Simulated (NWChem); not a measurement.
SnNH2Cl, singlet; SMILES [NH2][Sn][Cl]

```xyz
5

Sn    -0.3832    -0.4832     0.0000
Cl     0.2398     1.8665     0.0000
N      1.5695    -1.1014     0.0000
H      1.8868    -2.0759     0.0000
H      2.3575    -0.4443     0.0000
```
Atoms are numbered in this order, from 1.

All runs: NWChem. Low-valent species are run as closed-shell singlets; no triplet was tried in these runs. All runs use the structure optimised with PBE-D3(BJ)/def2-SVP. def2 effective core potentials on Sn; no spin-orbit coupling. Level: PBE0/def2-SVPD; rows give the wavelength of the field.

```
field    isotropic polarisability (bohr³)  anisotropy (bohr³)
-------  --------------------------------  ------------------
static                               67.0                25.5
1065 nm                              68.2                26.0
589 nm                                  …                   …
```

Q: Complete the blanks.

A: 
- 589 nm, isotropic polarisability (bohr³): 71.4
- 589 nm, anisotropy (bohr³): 27.2
